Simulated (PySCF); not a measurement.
Computed with PBE-D3(BJ)/def2-TZVP // B3LYP-D3(BJ)/def2-SVP (PySCF). All species are isolated molecules in the gas phase. One relaxed conformer stands for a flexible species; it need not be the lowest. Excitations are Tamm–Dancoff values on a coarser integration grid. The basis has no diffuse functions, so Rydberg states are missing or too high.

Reference species (SMILES): `[O]([SnH3])C` (neutral, multiplicity 1).

- LUMO = -1.31 eV
- T1 excitation (TDA) = 4.37 eV
- S1–T1 gap (TDA) = 0.36 eV

Changed species: `C[O][SnH]([O]C)[O]C` (1 of 4 OCH3 replaced by H; the reference has 3 of 4 OCH3 replaced by H).

### Question
Give the shifts of the LUMO, T1 excitation (TDA) and S1–T1 gap (TDA).

### Answer
the LUMO falls by 0.73 eV, to -2.04 eV; the T1 excitation (TDA) decreases by 0.41 eV, to 3.96 eV; the S1–T1 gap (TDA) falls by 0.06 eV, to 0.30 eV.
